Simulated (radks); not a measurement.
He+, 1 electrons, occupied as 1s1.

All-electron calculation, scalar-relativistic Kohn-Sham, Slater X-alpha with alpha = 1.05, spin-polarised, spherical densities, point nucleus; open shells are filled with parallel spins first. Program: a radial shooting solver on a logarithmic mesh with Libxc functionals.

Energy parts (eV):
total: -60.563
kinetic: 60.570
electron-nucleus: -114.827
Hartree: 17.997
exchange: -24.303

Orbitals (lengths in bohr, moments of r in powers of bohr; <r^-3> diverges for s and p1/2):
orbital  occ.  eigenvalue (eV)   <r^2>     <r>  <r^-3>  <r^4>
1s up       1         -50.6669  0.6678  0.7082       -  1.115

The highest occupied level is 1s up at -50.667 eV. The density falls to 0.001 e/bohr^3 at r = 1.89 bohr.
